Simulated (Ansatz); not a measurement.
`ClCC1CO1` + `O[SiH3]` → `[SiH3]OC1CO1` + `CCl`  (substitution at a C–C bond)

Isolated molecules relaxed with PBE0-D4/def2-TZVP in Ansatz; ΔE leaves out vibrations. CBS: MP2 limit from def2 TZ/QZ plus the TZ coupled-cluster correction, frozen cores. This one scheme is used for every species. DFT in def2-TZVPP. One conformer a species, not always the lowest.

Task: Is it downhill or uphill in electronic energy at CCSD(T)/CBS, and by how much? (An estimate is asked.)

Result: Computed: Uphill: ΔE = +0.30 eV.

Task: What do these levels give: PBE-D4, r2SCAN-D4, PBE0-D4, B2PLYP, r2SCAN, CCSD/def2-TZVPP? (An estimate is asked.)

Result: The calculation gave: PBE-D4 0.23, r2SCAN-D4 0.23, PBE0-D4 0.25, B2PLYP 0.26, r2SCAN 0.23, CCSD/def2-TZVPP 0.27 eV.

Largest T1 diagnostic among the species: 0.012.

In def2-TZVPP, CCSD(T) changes the Hartree–Fock value by +0.07 eV (the triples alone add +0.00 eV) and MP2 by +0.13 eV.
